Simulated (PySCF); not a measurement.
CHO3, SMILES O=C([O-])O, charge -1.

Geometry: PBE-D3(BJ)/def2-SVPD. One conformer was computed; it need not be the lowest.

Method: PBE/def2-TZVPD in PySCF.

Symmetry labels are those of the subgroup Cs that the program uses (full group Cs).

**Question.** List the valence orbital energies around the gap with their symmetry. (An estimate is asked for; the answer gives what the named calculation found.)

**Answer.** 
| orbital | symmetry | energy (eV) |
|---|---|---|
| HOMO−7 | A' | -5.68 |
| HOMO−6 | A' | -5.00 |
| HOMO−5 | A" | -4.85 |
| HOMO−4 | A' | -3.90 |
| HOMO−3 | A" | -1.67 |
| HOMO−2 | A' | -0.87 |
| HOMO−1 | A" | -0.69 |
| HOMO | A' | 0.06 |
| LUMO | A' | 3.53 |
| LUMO+1 | A' | 4.55 |
| LUMO+2 | A' | 4.73 |
| LUMO+3 | A" | 5.22 |
